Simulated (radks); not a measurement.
Species: Er40+. Configuration: [Ar] 3d9 6s1 (not the ground configuration).

Method: scalar-relativistic Kohn-Sham, BLYP, spin-polarised, spherical densities, finite nucleus; open shells are filled with parallel spins first (spin-orbit coupling, left out, can overturn this in heavy ions); Fermi nuclear charge, rms radius 5.2516 fm; computed with a radial shooting solver on a logarithmic mesh with Libxc functionals.

Energy parts (eV):
part                      energy
total                 -326043.19
kinetic                355576.31
electron-nucleus      -740163.95
Hartree                 64204.21
exchange-correlation    -5659.77

Orbitals (lengths in bohr, moments of r in powers of bohr; r(max) is where P^2 peaks):
orbital  occ.  eigenvalue (eV)   r(max)      <r^4>  <1/r>
1s up       1        -59324.15  0.01286  8.637e-07  77.55
1s down     1        -59323.84  0.01286  8.636e-07  77.55
2s up       1        -11551.43  0.07314  0.0001325  18.10
2s down     1        -11547.54  0.07313  0.0001324  18.10
2p up       3        -10446.17  0.05945  0.0001004  16.72
2p down     3        -10443.07  0.05944  0.0001003  16.72
3s up       1        -3945.555   0.2044   0.004511  6.849
3s down     1        -3941.180   0.2044   0.004520  6.844
3p up       3        -3608.173   0.2004   0.004613  6.421
3p down     3        -3603.754   0.2004   0.004624  6.416
3d up       5        -3206.180   0.1622   0.003390  6.096
3d down     4        -3200.831   0.1623   0.003401  6.093
6s up       1        -766.9620    1.166      2.254  1.356

The highest occupied level is 6s up at -766.96 eV. Summed over all electrons, <r^2> = 2.215 bohr^2, which gives a Langevin (diamagnetic) susceptibility term of -1.75 x 10^-6 cm^3/mol. The density falls to 0.001 e/bohr^3 at r = 1.88 bohr.
